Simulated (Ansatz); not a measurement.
The molecule NaCl-, multiplicity 2 (lowest of 2S+1 = 2, 4 at CCSD(T)/def2-TZVPP on PBE0 minima; our sources give no spin for the ground state, which may be another).

The constants come from a fifth-degree fit in 1/R (seven points, main isotopes). Runs in def2 and cc sets follow the lowest solution found near the PBE0 minimum.

Correlated levels freeze the inner cores; with def2 sets outer-core shells near the valence are correlated too.

Programs: Ansatz (Gaussian basis) for Hartree–Fock, density functionals and correlated methods. Values without a source in brackets are computed.

Q: What bond length and harmonic frequency does B3LYP/def2-TZVPP give?

A: r_e = 2.508 Å, ω_e = 268 cm⁻¹.

Q: What bond length and harmonic frequency does wB97M-V/def2-TZVPP give?

A: r_e = 2.506 Å, ω_e = 267 cm⁻¹.

Q: What bond length and harmonic frequency does CCSD(T)/def2-QZVPP give?

A: r_e = 2.486 Å, ω_e = 281 cm⁻¹.

Ansatz is a program for electronic structure.
